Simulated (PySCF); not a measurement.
GaH3, SMILES [GaH3]. The structure is a stationary point at r2SCAN-D4/def2-TZVPD. The isomer is the one that the SMILES or the coordinates give; other isomers of the formula were not compared.

TDA-CAM-B3LYP/def2-TZVPD in PySCF puts the lowest singlet excitations at 5.25, 5.25, 8.06, 8.06, 8.61, 8.89 eV.

Q: What are the lowest excitation roots from PySCF with ADC(2)/aug-cc-pVDZ? (Estimate from the structure and the level; the computed values follow.)

A: 5.69, 5.69, 8.45, 8.45, 9.20, 9.20 eV. S1 differs by 0.44 eV (second minus first; roots are paired by order, and the bases may differ).
